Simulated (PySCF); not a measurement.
pyrazine (C₄H₄N₂), SMILES c1cnccn1. Atoms are numbered in the order given.

```xyz
10

C      0.0000     1.1316    -0.6991
C      0.0000     1.1316     0.6991
N      0.0000     0.0000     1.4024
C      0.0000    -1.1316     0.6991
C      0.0000    -1.1316    -0.6991
N      0.0000     0.0000    -1.4024
H      0.0000     2.0743    -1.2587
H      0.0000     2.0743     1.2587
H      0.0000    -2.0743     1.2587
H      0.0000    -2.0743    -1.2587
```

Geometry: ωB97X-D3(BJ)/def2-SVP.

Level of theory: SMD-B3LYP/def2-SVP run with PySCF.

Solvation free energies are E(SMD) − E(gas) at the gas-phase geometry, for 1 M in both phases. In vacuum the dipole moment is 0.00 D.

Problem. Estimate the solvation free energies in water, dichloromethane, n-hexane. (The exact figures need the calculation; the answer reports its results.)

Solution. 
| solvent | ΔG(solv) (kcal/mol) | its non-electrostatic (CDS) part | dipole (D) |
|---|---|---|---|
| water | -5.6 | -0.1 | 0.00 |
| dichloromethane | -5.6 | -1.0 | 0.00 |
| n-hexane | -3.3 | -1.4 | 0.00 |
